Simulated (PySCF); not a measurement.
C₂H₅O₂, SMILES O[CH]CO, multiplicity 2.

Geometry: B3LYP-D3(BJ)/def2-SVP. The isomer is the one that the SMILES or the coordinates give; other isomers of the formula were not compared. The values are those of a single conformer.

Two levels are set side by side: PBE/def2-TZVPD (PySCF) and PBE0/def2-TZVPD (PySCF). Same geometry, gas phase. Differences are taken from unrounded values.

| quantity | PBE |
|---|---|
| α-spin orbital gap (eV) | 3.13 |
| β-spin orbital gap (eV) | 4.02 |
| dipole moment (D) | 2.81 |
| mean polarisability (bohr³) | 41.0 |

Q: These are the PBE values. What does PBE0 give? (The exact figures need the calculation; the answer reports its results.)

A: 
```
quantity                     PBE0  PBE minus PBE0
---------------------------  ----  --------------
α-spin orbital gap (eV)      5.30           -2.17
β-spin orbital gap (eV)      6.92           -2.90
dipole moment (D)            2.87           -0.05
mean polarisability (bohr³)  38.0             2.9
```

Loosely held outer electrons make PBE densities more polarisable. Differences between two approximate levels are no errors against the true value.

Rough cost on one machine, each run with all the roots and properties that it gave: PBE0 against PBE about 1/3.
